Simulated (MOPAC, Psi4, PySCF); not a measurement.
Relaxed torsion scan: SMILES [SiH2]([SiH3])c1cccs1, singlet. Scanned: dihedral Si1–Si2–C3–S7; all other coordinates were relaxed at GFN2-xTB. Points at φ and −φ are mirror images. Heavy atoms are numbered in the order of the SMILES [SiH3][SiH2]c1cccs1, hydrogens after them in the order of the atoms that carry them; the mirror image has the same energies with the sign of each dihedral reversed.

Levels of theory: PM6, restricted, heats of formation // GFN2-xTB (MOPAC); RHF/STO-3G = restricted Hartree-Fock/STO-3G // GFN2-xTB in PySCF; AM1, restricted, heats of formation // GFN2-xTB (MOPAC); PBE-D3(BJ)/def2-SVP // GFN2-xTB (Psi4).

Energies relative to the lowest point of each profile, in kcal/mol; the last columns give the difference from PBE-D3(BJ):

| φ / ° | PM6 | RHF/STO-3G | AM1 | PBE-D3(BJ)/def2-SVP | PM6 − PBE-D3(BJ)/def2-SVP | RHF/STO-3G − PBE-D3(BJ)/def2-SVP | AM1 − PBE-D3(BJ)/def2-SVP |
|---|---|---|---|---|---|---|---|
| -165 | 0.43 | 0.04 | 1.18 | 0.42 | 0.01 | -0.38 | 0.76 |
| -150 | 0.33 | 0.08 | 0.80 | 0.34 | -0.01 | -0.26 | 0.46 |
| -135 | 0.22 | 0.13 | 0.34 | 0.30 | -0.09 | -0.17 | 0.03 |
| -120 | 0.12 | 0.13 | 0.07 | 0.19 | -0.07 | -0.06 | -0.12 |
| -105 | 0.10 | 0.13 | 0.00 | 0.21 | -0.11 | -0.08 | -0.21 |
| -90 | 0.08 | 0.12 | 0.07 | 0.17 | -0.09 | -0.06 | -0.11 |
| -75 | 0.05 | 0.15 | 0.19 | 0.09 | -0.03 | 0.06 | 0.10 |
| -60 | 0.03 | 0.28 | 0.31 | 0.00 | 0.03 | 0.28 | 0.31 |
| -45 | 0.00 | 0.50 | 0.39 | 0.01 | -0.01 | 0.49 | 0.38 |
| -30 | 0.02 | 0.79 | 0.49 | 0.23 | -0.22 | 0.56 | 0.26 |
| -15 | 0.05 | 1.05 | 0.62 | 0.54 | -0.49 | 0.51 | 0.09 |
| 0 | 0.07 | 1.14 | 0.67 | 0.69 | -0.62 | 0.46 | -0.01 |
| 15 | 0.05 | 1.05 | 0.62 | 0.54 | -0.49 | 0.51 | 0.09 |
| 30 | 0.02 | 0.79 | 0.49 | 0.23 | -0.22 | 0.56 | 0.26 |
| 45 | 0.00 | 0.50 | 0.39 | 0.01 | -0.01 | 0.49 | 0.38 |
| 60 | 0.03 | 0.28 | 0.31 | 0.00 | 0.03 | 0.28 | 0.31 |
| 75 | 0.05 | 0.15 | 0.19 | 0.09 | -0.03 | 0.06 | 0.10 |
| 90 | 0.08 | 0.12 | 0.07 | 0.17 | -0.09 | -0.06 | -0.11 |
| 105 | 0.10 | 0.13 | 0.00 | 0.21 | -0.11 | -0.08 | -0.21 |
| 120 | 0.12 | 0.13 | 0.07 | 0.19 | -0.07 | -0.06 | -0.12 |
| 135 | 0.22 | 0.13 | 0.34 | 0.30 | -0.09 | -0.17 | 0.03 |
| 150 | 0.33 | 0.08 | 0.80 | 0.34 | -0.01 | -0.26 | 0.46 |
| 165 | 0.43 | 0.04 | 1.18 | 0.42 | 0.01 | -0.38 | 0.76 |
| 180 | 0.43 | 0.00 | 1.29 | 0.39 | 0.05 | -0.39 | 0.90 |

PM6 is furthest from PBE-D3(BJ)/def2-SVP at 0 (-0.62 kcal/mol, below); its mean absolute difference over the points is 0.12 kcal/mol.

RHF/STO-3G is furthest from PBE-D3(BJ)/def2-SVP at -30 (0.56 kcal/mol, above); its mean absolute difference over the points is 0.28 kcal/mol.

AM1 is furthest from PBE-D3(BJ)/def2-SVP at 180 (0.90 kcal/mol, above); its mean absolute difference over the points is 0.27 kcal/mol.
